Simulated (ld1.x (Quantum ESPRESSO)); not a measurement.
# Before and after: RRKJ potential for zirconium

* Element: zirconium
* Generator: ld1.x (Quantum ESPRESSO) 7.5
* Type: norm-conserving RRKJ (Kleinman–Bylander form)
* Functional: LDA (PZ)
* Relativity: fully relativistic
* Frozen core: [Ar] 3d10 4s2
* Valence charge: 10
* Reference configuration: 4p6 4d2 5s1 5p0 (charge +1)
* Partial waves: 4p (bound): rc 1.75 bohr; 4d (bound): rc 1.85 bohr; 5s (bound): rc 3.10 bohr
* Local potential: the s channel
* Core correction: none
* rho0: 0.02

Open shells are filled in proportion to 2j + 1 (rel_dist='average').

Change: local potential the p channel.

Cutoffs: the cutoffs (Ry, on a coarse ladder) from which the occupation-weighted sum of valence levels, in a spherical-Bessel basis at the reference potential, stays within 10 and 1 mRy of its value at 400 Ry; they do not see the model core or the augmentation charge, which bear on the density cutoff. Errors are all-electron minus pseudo energies relative to the spin-unpolarised reference configuration.

**Question.** What does the change do?

**Answer.** The potential gets neither clearly harder nor softer (40 Ry and 55 Ry → 35 Ry and 60 Ry); a bound ghost appears in s, which as a rule spoils a file; the miss of the reference levels goes from 0.00 to 1.22 eV; of the 7 tests that both files solve, the error grows in 2 and shrinks in 5 by more than 15 % and 0.3 meV (median size 287.0 → 35.9 meV). In the separable form a ghost depends on how the local part lies against the semilocal potential of the channel, so the choice of the local part can create or remove one. In the changed file the local p channel has no projectors, so it cannot carry the spin–orbit splitting, and the file is wrong for that shell.

```csv
quantity,base,changed
"cutoff, loose",40 Ry,35 Ry
"cutoff, tight",55 Ry,60 Ry
loose cutoff by channel (10 mRy a level),"p 30 Ry, d 25 Ry, s 6 Ry","s 15 Ry, d 25 Ry, p 18 Ry"
bound ghosts,none,s
"largest miss of a reference level, eV",0.00,1.22
"error for 4p6 4d2 5s2 5p0, meV [ΔE -7.35 eV]",-1.4,-4.0
"error for 4p6 4d2 5s0 5p0, meV [ΔE 13.24 eV]",-4.2,+3.0
"error for 4p6 4d1 5s0 5p0, meV [ΔE 36.06 eV]",-12,+25
"error for 4p6 4d2 5s1 5p1, meV [ΔE -4.24 eV]",-501,+36
"error for 4p6 4d1 5s2 5p1, meV [ΔE -4.29 eV]",-730,+42
"error for 4p5 4d2 5s2 5p0, meV [ΔE 30.74 eV]",-287,-146
"error for 4p6 4d2 5s0 5p2, meV [ΔE -0.96 eV]",-1181,+85
s: phases at 3.34 bohr within 0.05 rad from the reference energy up to (Ry; the scan ends near 5),1.1,1.9
p1/2: phases at 3.34 bohr within 0.05 rad from the reference energy up to (Ry; the scan ends near 5),-1.2,n/a
p3/2: phases at 3.34 bohr within 0.05 rad from the reference energy up to (Ry; the scan ends near 5),-1.2,n/a
d3/2: phases at 3.34 bohr within 0.05 rad from the reference energy up to (Ry; the scan ends near 5),0.2,0.8
d5/2: phases at 3.34 bohr within 0.05 rad from the reference energy up to (Ry; the scan ends near 5),0.2,0.8
```

Base: These tests converged, but a pseudo level misses the all-electron one widely, so the file describes the atom poorly there or has found another state: 4p6 4d1 5s0 5p0: empty 5p by 2.2 eV. A true bound ghost makes a file unfit for plane-wave use even where its test errors are small: the radial tests pick states by their node count and pass the ghost by.
